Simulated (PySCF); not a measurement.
Two-component Hartree-Fock for Ta⁴⁰⁺ (tantalum, charge +40)

Start: [Ar] 3d10 4s2 4p3; 4p1/2 filled at m_j = -1/2, +1/2; 4p3/2 filled at m_j = +3/2. Calculated with PySCF 2.14 in an even-tempered Gaussian basis (16 s from 4.8 bohr⁻², ratio 2.8; 13 p from 6.2 bohr⁻², ratio 2.8; 8 d from 11 bohr⁻², ratio 2.8; 4 f from 28 bohr⁻², ratio 3): generalised Hartree-Fock with the X2C-1e Hamiltonian and a Gaussian nucleus; one run each with spin-orbit coupling (SO) switched off, then screened by Boettger's factors.

```
spinor shell  electrons  ε, spin-free (eV)  ε, screened SO (eV)  weight of nominal j (screened SO)  rms radius, screened SO (bohr)
       1s1/2          2           -69637.7             -69614.0                              1.000                          0.0211
       2s1/2          2           -13627.7             -13618.5                              1.000                          0.0853
       2p1/2          2           -12175.2             -13082.1                              1.000                          0.0725
       2p3/2          4           -12175.2             -11801.0                              1.000                          0.0798
       3s1/2          2            -4523.9              -4519.3                              1.000                           0.216
       3p1/2          2            -4080.7              -4286.0                              1.000                           0.207
       3d3/2          4            -3575.4              -3610.2                              1.000                           0.194
       3d5/2          6            -3575.4              -3546.3                              1.000                           0.197
       4s1/2          2            -2085.3              -2083.6                              1.000                           0.456
       4p1/2          2            -1938.2              -1992.6                              0.999                           0.448
       4p3/2          1            -1938.2              -1905.0                              1.000                           0.468
```

Where does 3p3/2 lie, and what is the 3p spin-orbit splitting (screened SO)?

At -3991.7 eV, 294.25 eV above 3p1/2.

| quantity | spin-free | screened SO |
| --- | --- | --- |
| E (hartree) | -14581.24415 | -14601.24385 |
| M_J | 3/2 | 3/2 |
| ⟨J²⟩ | 3.750 | 3.751 |
| ⟨L²⟩ | 0.000 | 2.528 |
| ⟨S²⟩ | 3.750 | 1.563 |

Each row is a mean over spinors that exchange with the open shell spreads, by up to 13.842 eV (4s1/2).

Breit and QED terms are absent; they matter most for the inner s and p1/2 levels.

Densities and radii are taken from the X2C orbitals without a picture-change correction, which distorts them close to the nucleus.

Without spin-orbit coupling the j labels of p, d and f shells carry no meaning; the spin-free column gives the mean over the occupied spinors of each nl shell.
